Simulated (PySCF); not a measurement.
**Interval between two levels of Ti²⁺ by level of theory**

Ti²⁺ [Ar] 3d2 [3F4, M_J = 4] → Ti²⁺ [Ar] 3d1 4p1 [3F4, M_J = 4], as a difference of total energies. Computed with PySCF 2.14 in x2c-TZVPall-2c with one added diffuse shell each of s, p, d type (7s8p5d1f, 63 functions), with the two-component X2C-1e Hamiltonian. Correlated levels: [Ne] frozen; the 6 highest virtual spinors dropped. "Screened" scales the spin-orbit matrix elements by Boettger's factors to mimic the two-electron term; Breit and QED terms are absent.

| method | interval between two levels (cm⁻¹) |
| --- | --- |
| GHF (spin-free) | 73804 |
| GMP2 (spin-free) | 73413 |
| GHF (screened spin-orbit) | 73951 |
| GMP2 (screened spin-orbit) | 73575 |

The labels give the starting determinants; with spin-orbit coupling the two ends relaxed to ⟨J²⟩ = 20.00, ⟨L²⟩ = 12.00, ⟨S²⟩ = 2.00 and ⟨J²⟩ = 20.01, ⟨L²⟩ = 12.00, ⟨S²⟩ = 2.00.
